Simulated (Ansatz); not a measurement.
Ideal-gas functions of AlCl$_{3}$H$_{3}$P (`[PH3+][Al-]([Cl])([Cl])[Cl]`) at 400 K and 1 bar, from an Ansatz frequency run at PBE0-D4/def2-TZVP.

Molar mass 167.34 g/mol, point group C3v (symmetry number 3), electronic degeneracy 1, moments of inertia 450.535, 450.547, 462.733 u Å². Harmonic wavenumbers (cm⁻¹, unscaled): 67, 67, 113, 137, 137, 160, 302, 387, 411, 411, 576, 576, 981, 1110, 1110, 2486, 2510, 2510.

Use S(trans) = R[1.5 ln M + 2.5 ln T − 1.1517]; rotational temperatures θ = 24.2544 K / I; S(rot) = R[ln(√π/σ · √(T³/θAθBθC)) + 1.5]; for each mode x = 1.438777 ν̃/T, S = R[x/(eˣ − 1) − ln(1 − e⁻ˣ)] and H = RT x/(eˣ − 1); 1 cm⁻¹ = 0.0119627 kJ/mol; R = 8.31446 J/(mol·K).

**Question.** By hand: the entropy, in J/(mol·K).

**Answer.** Translation 178.8. Rotation: θ = 0.0538, 0.0538, 0.0524 K, giving 119.4. Vibration, mode by mode: 20.17, 20.17, 15.86, 14.28, 14.28, 13.02, 8.02, 6.20, 5.78, 5.78, 3.60, 3.60, 1.13, 0.78, 0.78, 0.01, 0.01, 0.01, in all 133.5. Electronic 0.0. Sum 431.7 J/(mol·K).

**Question.** By hand: H − E and G − E in kJ/mol, counted from the electronic energy.

**Answer.** Zero-point energy ½ × 14051 × 0.0119627 = 84.0; thermal vibration 25.3; translation, rotation and pV give 4 RT = 13.3. H − E = 122.6 kJ/mol, and G − E = 122.6 − 400 × 431.7/1000 = -50.1 kJ/mol.

Vibration gives 31 % of the entropy, 84.8 J/(mol·K) of it from the modes under 150 cm⁻¹: soft modes count most, and the harmonic formula is weakest for them. The sum counts one conformer and one mirror image; others add a mixing term.
